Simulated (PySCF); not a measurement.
H7NOSi2, SMILES N[SiH2]O[SiH3].

Geometry optimised at B3LYP-D3(BJ)/def2-SVP. The values are those of a single conformer.

Method: PySCF with TDA-PBE/def2-SVPD.

Vertical excitations. Gas-phase values at a fixed geometry.

Computed lowest excited states:
```
state  energy (eV)  λ (nm)      f          main pairs
-----  -----------  ------  -----  ------------------
S1            5.91     210  0.074      HOMO→LUMO 96 %
S2            6.17     201  0.013    HOMO→LUMO+1 95 %
S3            6.33     196  0.003    HOMO−1→LUMO 99 %
S4            6.73     184  0.017  HOMO−1→LUMO+1 98 %
S5            6.89     180  0.023    HOMO→LUMO+2 95 %
S6            7.00     177  0.007    HOMO−2→LUMO 97 %
S7            7.05     176  0.003    HOMO→LUMO+3 96 %
S8            7.12     174  0.002   HOMO→LUMO+4 100 %
S9            7.29     170  0.008    HOMO→LUMO+5 95 %
S10           7.36     168  0.008  HOMO−2→LUMO+1 96 %
T1            5.55     223      0      HOMO→LUMO 99 %
T2            5.91     210      0    HOMO→LUMO+1 98 %
T3            6.15     202      0    HOMO−1→LUMO 98 %
T4            6.52     190      0  HOMO−1→LUMO+1 97 %
```
Triplets are in the Tamm–Dancoff approximation.
